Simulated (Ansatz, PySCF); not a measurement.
Gas-phase reaction (SMILES): CCCC[Si](Cl)(Cl)Cl [butyl(trichloro)silane] + N (NH3) → N[Si](Cl)(Cl)Cl + CCCC; ammonia cleaves one Si-C bond, a model of a ligand-exchange step.

Each molecule is optimised on its own at B3LYP-D3(BJ)/def2-TZVP (Ansatz, an electronic-structure program), one conformer each, not searched for the lowest. Cores are frozen in the correlated levels unless marked. Spin-orbit coupling is left out. Non-relativistic. CBS(X,Y): correlation extrapolated as X^-3; Hartree-Fock from the larger set. The bracket is a focal-point correction in the basis named. Thermal terms are rigid-rotor harmonic-oscillator values from B3LYP-D3(BJ) frequencies (Ansatz or PySCF) at 298.15 K and 1 atm. 1 Eh = 627.5095 kcal/mol.

| species | E, RI-MP2/CBS(cc-pV(T+d)Z,cc-pV(Q+d)Z)+[CCSD(T)-MP2]/cc-pV(T+d)Z (Ansatz) (Eh) | E, B3LYP-D3(BJ)/def2-TZVPD (Ansatz + dftd3) (Eh) | H - E (Eh) |
|---|---|---|---|
| CCCC[Si](Cl)(Cl)Cl | -1826.21771 | -1828.33099 | 0.14033 |
| N (NH3) | -56.50668 | -56.58902 | 0.03799 |
| N[Si](Cl)(Cl)Cl | -1724.50557 | -1726.40353 | 0.03959 |
| CCCC | -158.23877 | -158.53552 | 0.13834 |

Question: Work out ΔE and ΔH at 298.15 K at the first level, then ΔH at the second.

Answer: 
1. ΔE = [(-1724.50557) + (-158.23877)] - [(-1826.21771) + (-56.50668)] = -0.01995 Eh = -12.5 kcal/mol at RI-MP2/CBS(cc-pV(T+d)Z,cc-pV(Q+d)Z)+[CCSD(T)-MP2]/cc-pV(T+d)Z.
2. The terms H - E add up to -0.00039 Eh, so ΔH = (-0.01995 + (-0.00039))×627.5095 = -12.8 kcal/mol.
3. At B3LYP-D3(BJ)/def2-TZVPD the same steps give ΔE = -11.9 and ΔH = -12.2 kcal/mol, a shift of +0.6 from the first level.
4. These values are not checked against measurement here, since the tables used lack a sound gas-phase enthalpy of formation for at least one species.
